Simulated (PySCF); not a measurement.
## Worked example: oscillator strength and radiative lifetime

Si(CCH)2(F)(Me) (C₅H₅FSi), SMILES C#C[Si](C)(F)C#C.

Coordinates come from a ωB97X-D3(BJ)/def2-SVP optimisation.

TDDFT-M06-2X/def2-SVPD in PySCF puts the first singlet state with f over 0.02 at 8.07 eV (vertical), with the transition dipole (0.000, 0.000, 1.218) in atomic units.

Problem. Find the oscillator strength, the wavelength and the radiative lifetime that this transition would have in vacuum if emission retraced absorption.

Solution. 
|μ|² = 1.4835 au, so |μ| = 3.10 D. ΔE = 8.07/27.211 = 0.2966 hartree. f = (2/3) ΔE |μ|² = 0.293 (the program prints 0.293).
λ = 1239.84/8.07 = 154 nm; ν = 65089 cm⁻¹.
Einstein's coefficient A = 0.6670 ν² f s⁻¹ (ν in cm⁻¹) = 8.3e8 s⁻¹, so τ = 1/A = 1.2 ns. This state is S8; the lower singlets have f = 0.000, 0.000, 0.004, 0.001, 0.001, 0.002, 0.008. The figure is the radiative limit of this one transition; relaxation, internal conversion, crossing to triplets and a medium change what is measured.
